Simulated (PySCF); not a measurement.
# C3H10GeO: core ionisation energies

Compound: GeH3(OiPr), C₃H₁₀GeO.
Geometry (PBE0-D3(BJ)/def2-SVP, Å), atoms numbered from 1 in this order:
```
atom  x, y, z in Å
Ge1    1.078    1.193    1.680
H2     1.161    0.915    3.186
H3     2.487    1.246    1.054
H4     0.316    2.501    1.373
O5     0.139   -0.171    1.020
C6    -0.481   -0.100   -0.248
C7    -1.478   -1.240   -0.323
C8     0.543   -0.157   -1.372
H9    -1.040    0.857   -0.335
H10   -0.951   -2.205   -0.251
H11   -2.040   -1.216   -1.269
H12   -2.190   -1.178    0.512
H13    1.243    0.693   -1.324
H14    1.129   -1.086   -1.301
H15    0.052   -0.128   -2.357
```

Theory: delta-SCF UKS SCAN, pcX-2 on the ionised atom, pcseg-1 elsewhere, spin-free X2C (PySCF 2.14.0). Vertical ΔSCF values, vacuum level as zero.

**Question.** Give the core binding energies atom by atom.

**Answer.** 
```tsv
atom(s)	bonded to	level	binding energy (eV)	above the level's lowest (eV)	count
O5	C and Ge	O 1s	537.23	0.00	1
C6	O, 2 C and H	C 1s	291.97	+1.56	1
C7/C8	C and 3 H	C 1s	290.41	0.00	2
```

Lowest listed C 1s: C7/C8, bonded to C and 3 H. Highest, 1.56 eV above it: C6, bonded to O, 2 C and H.

**Question.** Express the binding energy of C 1s of C6 in atomic units and per mole.

**Answer.** 291.97 eV = 10.7297 Eh = 28171 kJ/mol.

One atom of each set of topologically equivalent atoms was ionised and stands for the set; in this conformer not all members are related by symmetry, and their own values weren't computed. No level of germanium is listed. The structure is a single PBE0-D3(BJ)/def2-SVP conformer in the gas phase; no vibrational or solvent corrections.

Hardware: one thread of an AMD EPYC 7R43, no GPU, shared host with 256 logical CPUs at a one-minute load of 152. Cost: 29 s of wall time, 0.57 GiB resident at most.
